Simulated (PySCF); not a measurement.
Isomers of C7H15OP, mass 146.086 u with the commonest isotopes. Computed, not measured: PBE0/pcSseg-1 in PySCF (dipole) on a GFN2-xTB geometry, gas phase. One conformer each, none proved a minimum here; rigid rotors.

Problem. Order these by dipole moment, largest first.
A. `[CH3:1][C:2](=[O:3])[CH2:4][PH:5][CH2:6][CH:7]([CH3:8])[CH3:9]` with C1–C2–C4–P5 121°, C2–C4–P5–C6 -52°, C4–P5–C6–C7 -176°, P5–C6–C7–C8 -60°
B. `[CH3:1][CH2:2][C@@H:3]1[CH2:4][P@@:5]1(=[O:6])[CH:7]([CH3:8])[CH3:9]` with C1–C2–C3–C4 -73°, C4–P5–C7–C8 151°
C. `[CH3:1][C@@H:2]1[CH2:3][CH2:4][P@@H:5](=[O:6])[CH2:7][C@H:8]1[CH3:9]` with C1–C2–C3–C4 169°, C2–C3–C4–P5 60°, C3–C4–P5–O6 -174°, C4–P5–C7–C8 48°
D. `[CH2:1]=[CH:2][P:3]([CH2:4][O:5][CH3:6])[CH:7]([CH3:8])[CH3:9]` with C1–C2–P3–C4 -142°, C2–P3–C4–O5 -55°, P3–C4–O5–C6 180°, C2–P3–C7–C8 166°

Solution. C (4.65 D), B (3.75 D), A (2.63 D), D (1.63 D).

Problem. Order these by rotational constant B, largest first.
A. `[CH3:1][C@@H:2]1[CH2:3][CH2:4][P@@H:5](=[O:6])[CH2:7][C@H:8]1[CH3:9]` with C1–C2–C3–C4 169°, C2–C3–C4–P5 60°, C3–C4–P5–O6 -174°, C4–P5–C7–C8 48°
B. `[CH2:1]=[CH:2][CH2:3][P:4]([CH3:5])[CH2:6][CH2:7][CH2:8][OH:9]` with C1–C2–C3–P4 98°, C2–C3–P4–C5 70°, C3–P4–C6–C7 175°, P4–C6–C7–C8 -71°, C6–C7–C8–O9 -65°
C. `[CH2:1]=[CH:2][P:3]([CH2:4][O:5][CH3:6])[CH:7]([CH3:8])[CH3:9]` with C1–C2–P3–C4 -142°, C2–P3–C4–O5 -55°, P3–C4–O5–C6 180°, C2–P3–C7–C8 166°
D. `[CH3:1][C:2](=[O:3])[CH2:4][PH:5][CH2:6][CH:7]([CH3:8])[CH3:9]` with C1–C2–C4–P5 121°, C2–C4–P5–C6 -52°, C4–P5–C6–C7 -176°, P5–C6–C7–C8 -60°
E. `[CH3:1][CH2:2][C@@H:3]1[CH2:4][P@@:5]1(=[O:6])[CH:7]([CH3:8])[CH3:9]` with C1–C2–C3–C4 -73°, C4–P5–C7–C8 151°

Solution. C (1086 MHz), A (991.8 MHz), E (744.9 MHz), D (724.3 MHz), B (627.6 MHz).

Problem. Order these by rotational constant C, largest first.
A. `[CH2:1]=[CH:2][CH2:3][P:4]([CH3:5])[CH2:6][CH2:7][CH2:8][OH:9]` with C1–C2–C3–P4 98°, C2–C3–P4–C5 70°, C3–P4–C6–C7 175°, P4–C6–C7–C8 -71°, C6–C7–C8–O9 -65°
B. `[CH2:1]=[CH:2][P:3]([CH2:4][O:5][CH3:6])[CH:7]([CH3:8])[CH3:9]` with C1–C2–P3–C4 -142°, C2–P3–C4–O5 -55°, P3–C4–O5–C6 180°, C2–P3–C7–C8 166°
C. `[CH3:1][C:2](=[O:3])[CH2:4][PH:5][CH2:6][CH:7]([CH3:8])[CH3:9]` with C1–C2–C4–P5 121°, C2–C4–P5–C6 -52°, C4–P5–C6–C7 -176°, P5–C6–C7–C8 -60°

Solution. B (749.9 MHz), C (648.3 MHz), A (549.2 MHz).

| SMILES | point group | Ia (u·Å²) | Ib (u·Å²) | Ic (u·Å²) | κ | μa (D) | μb (D) | μc (D) |
| --- | --- | --- | --- | --- | --- | --- | --- | --- |
| CC(=O)CPCC(C)C | C1 | 245.52 | 697.73 | 779.58 | -0.89 | 0.14 | 1.43 | 2.20 |
| C=CP(COC)C(C)C | C1 | 337.78 | 465.22 | 673.91 | -0.10 | 1.56 | 0.04 | 0.47 |
| C[C@@H]1CC[P@@H](=O)C[C@H]1C | C1 | 215.37 | 509.55 | 680.32 | -0.69 | 4.48 | 0.95 | 0.79 |
| CC[C@@H]1C[P@@]1(=O)C(C)C | C1 | 180.48 | 678.45 | 687.09 | -0.99 | 0.12 | 0.42 | 3.73 |
| C=CCP(C)CCCO | C1 | 209.36 | 805.26 | 920.25 | -0.92 | 0.77 | 2.06 | 1.41 |
